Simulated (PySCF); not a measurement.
Compound: C7H9N3Si.
Bonds: C1–C2, C2–N3 (aromatic), N3–N4 (aromatic), N4–C5 (aromatic), C5–Si6, C5–C7 (aromatic), C7–C8, C7–C9 (aromatic), C9–C10, C10–N11 (triple), C2–C9 (aromatic). Hydrogens: H12, H13, H14 on C1; H15, H16, H17 on Si6; H18, H19, H20 on C8.

Definitions: NICS(0) = −σiso at the ring centroid; NICS(1) = −σiso and NICS(1)zz = −σzz at ±1 Å along the ring normal z. Level: GIAO PBE0/pcSseg-1 (PySCF, non-relativistic, gas phase) on the GFN2-xTB geometry, one conformer.

Ring bond lengths (Å), with Mayer bond orders in brackets: C2–N3 1.317 (1.52), N3–N4 1.301 (1.31), N4–C5 1.322 (1.49), C5–C7 1.407 (1.21), C7–C9 1.392 (1.38), C9–C2 1.415 (1.17).

**Question.** What do the NICS probes read (ppm)?

**Answer.** 
```csv
ring,type,NICS(0),"NICS(1), two faces","NICS(1)zz, two faces",rms pucker (Å),"centre to ring atoms, mean (Å)"
C2–N3–N4–C5–C7–C9,6-membered ring with 2 N; formal bonds all aromatic,-5.0,-10.9 / -10.9,-24.8 / -24.7,0.00,1.36
```

**Question.** What can be read from them?

**Answer.** 
- C2–N3–N4–C5–C7–C9: mean NICS(1)zz -24.7 ppm, shielded. For a flat ring without four-coordinate atoms the NICS criterion counts such a value as aromatic. NICS(0) lies 6 ppm above the mean NICS(1).

**Question.** What does the geometric index give? HOMA = 1 − mean of α(R − Ropt)² over the ring bonds, with Krygowski's 1993 parameters (CC: Ropt 1.388 Å, α 257.7 Å⁻²; CN: Ropt 1.334 Å, α 93.52 Å⁻²; NN: Ropt 1.309 Å, α 130.33 Å⁻²).

**Answer.** 
- C2–N3–N4–C5–C7–C9: HOMA 0.94; the largest term is that of C9–C2, α(R − Ropt)² = 0.19. The geometric and the magnetic index point the same way.

**Question.** What field does 1 T along the ring normal induce along that normal at the first NICS(1) probe listed for ring C2–N3–N4–C5–C7–C9, 1 Å off the ring?

**Answer.** NICSzz × B0 = -24.8 ppm × 1 T = -25 μT, against the applied field.

**Question.** Give the inner angles of the rings and the Hirshfeld charges of the ring atoms.

**Answer.** 
- C2–N3–N4–C5–C7–C9: C2 120.7° (+0.083 e), N3 121.3° (-0.104 e), N4 122.0° (-0.090 e), C5 121.4° (-0.040 e), C7 116.4° (+0.035 e), C9 118.2° (+0.004 e); sum 720.0° against 720° for a flat convex ring.
